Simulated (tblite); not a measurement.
C₆H₈O.
Bonds: C1–C2 (triple), C2–C3, C3–C4 (double), C3–O5, O5–C6, C6–C7. Hydrogens: H8 on C1; H9, H10 on C4; H11, H12 on C6; H13, H14, H15 on C7.

Computed with GFN2-xTB (tblite), gas phase: nudged elastic band of 9 images (0 to 8), spring 0.2 eV/Å², climbing image at the end, force threshold 0.05 eV/Å. No saddle search or frequency run followed, so the top image need not be a first-order saddle, and its height can exceed the method's true barrier by a kcal/mol or more.

The band describes a rotation about C6–O5 (sp3 carbon bound to oxygen, ether oxygen), followed by the dihedral C7–C6–O5–C3, from the optimised start (180°) to a second optimised geometry at -79°.

Question: Give the energy profile along the converged band.

Answer: 
| image | dihedral (°) | E (kcal/mol) | C6–O5 (Å) | C7···C3 (Å) | largest true force (eV/Å) |
| --- | --- | --- | --- | --- | --- |
| 0 | 180 | 0.00 | 1.411 | 3.65 | 0.01 |
| 1 | -168 | 0.26 | 1.411 | 3.65 | 0.03 |
| 2 | -156 | 0.95 | 1.412 | 3.62 | 0.04 |
| 3 | -143 | 1.74 | 1.414 | 3.58 | 0.05 |
| 4 | -128 | 2.22 | 1.415 | 3.52 | 0.04 |
| 5 | -115 | 2.09 | 1.415 | 3.44 | 0.04 |
| 6 | -101 | 1.41 | 1.413 | 3.33 | 0.04 |
| 7 | -88 | 0.50 | 1.412 | 3.20 | 0.04 |
| 8 | -79 | 0.05 | 1.411 | 3.14 | 0.01 |

Barriers of this band. The top is image 4 at -128°: 2.22 kcal/mol forward and 2.17 kcal/mol back; the end lies 0.05 kcal/mol above the start. The central bond is 0.004 Å longer at the top than at the start.

Question: What rate follows at 200 K for crossing this barrier forward?

Answer: Taking the electronic barrier for the free energy of activation (no zero-point or entropy terms, transmission 1), rate = (kT/h)·exp(−ΔE/kT) ≈ 2 × 10^10 s⁻¹, whose inverse is 6 × 10^-11 s. An error of 1 kcal/mol in the barrier changes this by a factor of 12, and the method and the loose band can each miss by that much or more.

Question: How long is the path, and how are the images spaced?

Answer: Cartesian distances between aligned neighbours (all atoms, Å): 0.48, 0.51, 0.53, 0.56, 0.53, 0.57, 0.59, 0.62; the sum is 4.38 Å, and the top lies 47 % of the way along.

What follows is the cost of the whole band run. Time: 3.2 s; peak memory 0.18 GiB. Hardware: one thread of an Intel Xeon Platinum 8488C, shared host with 96 logical CPUs at a one-minute load of 22.
